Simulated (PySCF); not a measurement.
# TiBr3: what the settings change

TiBr3 holds Ti(III), d1, at total charge 0. The structure is a PBE0-D3(BJ)/def2-TZVP geometry optimised for multiplicity 2; coordination trigonal planar, point group C2v, metal–donor distances 2.34 Å.

```
4

Ti    0.0000    0.0000    0.0000
Br    2.3408    0.0000    0.0000
Br   -1.1467    2.0457    0.0000
Br   -1.1467   -2.0457    0.0000
```

Method (PySCF 2.14, density fitting): CASSCF(1,5) with orbitals averaged over all microstates of the shell, strongly contracted NEVPT2 on the averaged canonical orbitals; basis x2c-TZVPall on the metal, x2c-SVPall elsewhere; spin-free X2C; gas phase; spin-orbit coupling by state interaction with the mean-field operator over all roots.

Base run: NEVPT2 ground state 2A1, next 2B1 at 3684, then 2A2 at 3776 cm⁻¹, ζ 75 cm⁻¹, g 1.842 1.848 2.000, μeff(300 K) 1.80 μB.

Question: What happens with the basis x2c-TZVPall on all atoms?

Answer: NEVPT2 ground state 2A1, next 2B1 at 3650, then 2A2 at 3743 cm⁻¹, ζ 76 cm⁻¹, g 1.840 1.846 2.000, μeff(300 K) 1.80 μB. It took 22 s against 12 s on a shared host of the same kind.

Charge-transfer states lie outside this active space and may come lower than some of these levels. NEVPT2 lifts 2B1 from 2573 to 3684 cm⁻¹; on the d shell alone such lifts tend to overshoot. NEVPT2 on the d shell alone tends to put d–d bands too high for such charged or covalently bound ions.
